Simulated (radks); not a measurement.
Spherical quantum dot in the effective-mass picture: electrons in a parabolic well V = omega^2 r^2 / 2 with omega = 0.363, with a point charge +1 (a donor) at the centre, all in effective atomic units (hartree* = m*/eps^2 hartree, bohr* = eps/m* bohr), one dielectric constant everywhere. Calculated with a radial shooting solver with Libxc functionals: non-relativistic Kohn-Sham, r2SCAN, spin-polarised, spherical densities, generalised Kohn-Sham scheme. Levels are named by radial order and angular momentum (1s, 1p, 1d, 2s, ...), and open shells are averaged over m. Results are scaled to m* = 0.293 and eps = 16.4, for which hartree* = 29.64 meV and bohr* = 2.962 nm.

N = 29, configuration 1s2 1p6 1d10 2s2 1f(up 7, down 2). This is the lowest configuration that the search found. Occupied and some empty levels:

level,occupation,eigenvalue (meV),<r> (nm)
1s down,1,193.76,6.479
1s up,1,193.87,6.720
1p up,3,199.79,12.55
1p down,3,200.31,12.09
2s up,1,201.14,11.72
2s down,1,201.87,11.63
1d up,5,203.79,14.11
1d down,5,204.68,13.87
1f up,7,208.36,15.17
1f down,2,209.48,15.07
2p up,0,210.19,12.29
2p down,0,210.73,12.53
1g up,0,213.52,16.03
1g down,0,214.81,16.01
2d up,0,216.66,13.77
2d down,0,217.27,13.83

Energy (meV): total 3514.95, kinetic 248.86, external 1019.9, Hartree 2474.3, exchange-correlation -228.07.

Electron density:

r (nm),n(r) (e/nm^3)
1.26,0.009561
2.67,0.004023
4.07,0.001906
5.47,0.001141
6.88,0.0009751
8.28,0.001064
9.69,0.001227
11.1,0.001356
12.5,0.001379
13.9,0.001259
15.3,0.001006
16.7,0.0006871
18.1,0.0003936
19.5,0.0001861
20.9,0.00007168
22.3,0.00002245
23.7,5.741e-06
25.1,1.202e-06
26.5,2.060e-07
27.9,2.896e-08
